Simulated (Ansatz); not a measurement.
Process, species as SMILES: [Cl][Ge] (Cl-Ge) → Cl atom + Ge atom
B3LYP-D3(BJ)/def2-TZVP geometries, fixed; electronic energies without zero-point terms.

Energies in hartree at PBE with Ansatz (a first-principles code); the atomisation energy is their sum with the coefficients shown, times 627.509 kcal/mol a hartree. All functions are spherical. The program fits the integrals of some runs and decomposes those of others, by size. Open shells are unrestricted. No added dispersion term, no relativity.

| species | coefficient | part | aug-cc-pV(D+d)Z | aug-cc-pV(T+d)Z | aug-cc-pV(Q+d)Z |
|---|---|---|---|---|---|
| [Cl][Ge] (Cl-Ge) | -1 | PBE | -2536.68279 | -2536.76542 | -2536.77192 |
| Cl atom | +1 | PBE | -459.95231 | -459.96634 | -459.96969 |
| Ge atom | +1 | PBE | -2076.57461 | -2076.64125 | -2076.64400 |

Q: Predict the atomisation energy in aug-cc-pV(5+d)Z (X = 5): let each PBE step shrink by the ratio of the last two. Compare with the run.

A: 
- [Cl][Ge] (Cl-Ge): steps -0.08263 and -0.00650, ratio 0.079, so PBE -2536.77243 (run: -2536.78045).
- Cl atom: steps -0.01403 and -0.00335, ratio 0.239, so PBE -459.97049 (run: -459.97282).
- Ge atom: steps -0.06664 and -0.00275, ratio 0.041, so PBE -2076.64411 (run: -2076.64948).
Predicted 99.04 kcal/mol; the run in aug-cc-pV(5+d)Z gives 99.24, a miss of -0.20. Keeping the value in aug-cc-pV(Q+d)Z, 99.29, would miss by 0.05. All sums are of the energies as printed.
